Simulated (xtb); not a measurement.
Job for xtb: GFN1-xTB on SnN, 2S+1 = 2, a spin state set in the input, which need not be the lowest, a point of a bond scan (R = 1.861 Å).

```
$ xtb mol.xyz --gfn 1 --sp --chrg 0 --uhf 1
2

N      0.00000000     0.00000000     0.00000000
Sn     0.00000000     0.00000000     1.86071500
```

It printed:

```
[...]
           -------------------------------------------------
          |                Calculation Setup                |
           -------------------------------------------------



           -------------------------------------------------
          |                 G F N 1 - x T B                 |
           -------------------------------------------------

        Reference                      10.1021/acs.jctc.7b00118
      * Hamiltonian:
        H0-scaling (s, p, d)           1.850000    2.250000    2.000000
        zeta-weighting                 0.000000
      * Dispersion:
        s8                             2.400000
        a1                             0.630000
        a2                             5.000000
        s9                             0.000000
      * Repulsion:
        kExp                           1.500000
        rExp                           1.000000
      * Coulomb:
        alpha                          2.000000
        third order                    atomic
        anisotropic                    false
      * Halogen bond correction:
        rad-scale                      1.300000
        damping                        0.440000


          ...................................................
          :                      SETUP                      :
          :.................................................:
          :  # basis functions                  14          :
          :  # atomic orbitals                  13          :
          :  # shells                            5          :
          :  # electrons                         9          :
          :  # halogen bonds                     0          :
          :  max. iterations                   250          :
          :  Hamiltonian                  GFN1-xTB          :
          :  restarted?                      false          :
          :  GBSA solvation                  false          :
          :  PC potential                    false          :
          :  electronic temp.          300.0000000     K    :
          :  accuracy                    1.0000000          :
          :  -> integral cutoff          0.2500000E+02      :
          :  -> integral neglect         0.1000000E-07      :
          :  -> SCF convergence          0.1000000E-05 Eh   :
          :  -> wf. convergence          0.2000000E-04 e    :
          :  Broyden damping             0.4000000          :
          :  net charge                          0          :
          :  unpaired electrons                  1          :
          ...................................................

 iter      E             dE          RMSdq      gap      omega  full diag
   1     -5.3530883 -0.535309E+01  0.741E+00    1.97       0.0  T
   2     -5.4230767 -0.699884E-01  0.127E+01    4.56       1.0  T
   3     -5.5103504 -0.872737E-01  0.816E+00    3.59       1.0  T
   4     -5.3951462  0.115204E+00  0.107E+01    2.06       1.0  T
   5     -5.5478200 -0.152674E+00  0.461E-01    2.80       1.0  T
   6     -5.5480996 -0.279592E-03  0.568E-02    2.85       1.2  T
   7     -5.5481001 -0.528054E-06  0.491E-02    2.85       1.4  T
   8     -5.5481029 -0.276823E-05  0.706E-03    2.85      10.0  T
   9     -5.5481029 -0.231733E-07  0.529E-03    2.85      13.4  T
  10     -5.5481030 -0.328673E-07  0.256E-05    2.85    2765.5  T
  11     -5.5481030 -0.813571E-12  0.441E-09    2.85  100000.0  T

   *** convergence criteria satisfied after 11 iterations ***

         #    Occupation            Energy/Eh            Energy/eV
      -------------------------------------------------------------
         1        2.0000           -0.9345420             -25.4302
         2        2.0000           -0.6339747             -17.2513
         3        2.0000           -0.3956097             -10.7651
         4        2.0000           -0.3956097             -10.7651
         5        1.0000           -0.3738381             -10.1727 (HOMO)
         6                         -0.2690129              -7.3202 (LUMO)
         7                         -0.2690129              -7.3202
         8                         -0.1650716              -4.4918
         9                         -0.1005271              -2.7355
        10                         -0.1005271              -2.7355
       ...                                ...                  ...
        13                          0.7129913              19.4015
      -------------------------------------------------------------
                  HL-Gap            0.1048252 Eh            2.8524 eV
             Fermi-level           -0.3529101 Eh           -9.6032 eV

 SCC (total)                   0 d,  0 h,  0 min,  0.002 sec
 SCC setup                      ...        0 min,  0.000 sec (  4.677%)
 Dispersion                     ...        0 min,  0.000 sec (  2.577%)
 classical contributions        ...        0 min,  0.000 sec (  1.162%)
 integral evaluation            ...        0 min,  0.000 sec ( 19.684%)
 iterations                     ...        0 min,  0.001 sec ( 50.318%)
 molecular gradient             ...        0 min,  0.000 sec ( 14.386%)
 printout                       ...        0 min,  0.000 sec (  6.703%)

         :::::::::::::::::::::::::::::::::::::::::::::::::::::
         ::                     SUMMARY                     ::
         :::::::::::::::::::::::::::::::::::::::::::::::::::::
         :: total energy              -5.534257482861 Eh    ::
         :: gradient norm              0.028912435847 Eh/a0 ::
         :: HOMO-LUMO gap              2.852438441399 eV    ::
         ::.................................................::
         :: SCC energy                -5.548102961841 Eh    ::
         :: -> electrostatic           0.026450053444 Eh    ::
         :: repulsion energy           0.014166470872 Eh    ::
         :: dispersion energy         -0.000320991892 Eh    ::
         :: halogen bond corr.         0.000000000000 Eh    ::
         :: add. restraining           0.000000000000 Eh    ::
         :: total charge               0.000000000023 e     ::
         :::::::::::::::::::::::::::::::::::::::::::::::::::::

           -------------------------------------------------
          |                Property Printout                |
           -------------------------------------------------

    * Orbital Energies and Occupations

         #    Occupation            Energy/Eh            Energy/eV
      -------------------------------------------------------------
         1        2.0000           -0.9345420             -25.4302
         2        2.0000           -0.6339747             -17.2513
         3        2.0000           -0.3956097             -10.7651
         4        2.0000           -0.3956097             -10.7651
         5        1.0000           -0.3738381             -10.1727 (HOMO)
         6                         -0.2690129              -7.3202 (LUMO)
         7                         -0.2690129              -7.3202
         8                         -0.1650716              -4.4918
         9                         -0.1005271              -2.7355
        10                         -0.1005271              -2.7355
        11                         -0.0234711              -0.6387
        12                         -0.0234711              -0.6387
        13                          0.7129913              19.4015
      -------------------------------------------------------------
                  HL-Gap            0.1048252 Eh            2.8524 eV
             Fermi-level           -0.3529101 Eh           -9.6032 eV

  Mulliken/CM5 charges         n(s)   n(p)   n(d)
     1N    -0.40443 -0.53024   1.691  3.713  0.000
     2Sn    0.40443  0.53024   1.963  1.371  0.261

Wiberg/Mayer (AO) data.
Note: The following floating-point exceptions are signalling: IEEE_DENORMAL
normal termination of xtb
largest (>0.10) Wiberg bond orders for each atom

 ---------------------------------------------------------------------------
     #   Z sym  total        # sym  WBO       # sym  WBO       # sym  WBO
 ---------------------------------------------------------------------------
     1   7 N    2.388 --     2 Sn   2.388
     2  50 Sn   2.388 --     1 N    2.388
 ---------------------------------------------------------------------------

Topologies differ in total number of bonds
Writing topology from bond orders to xtbtopo.mol

 dipole moment from electron density (au)
     X       Y       Z
   0.0000   0.0000   3.0244  total (Debye):    7.687


           -------------------------------------------------
          | TOTAL ENERGY               -5.534257482861 Eh   |
          | GRADIENT NORM               0.028912435847 Eh/α |
          | HOMO-LUMO GAP               2.852438441399 eV   |
           -------------------------------------------------

------------------------------------------------------------------------
------------------------------------------------------------------------
 total:
 SCF:
```

The run finished.

Cost: roughly 0.03 core-seconds.
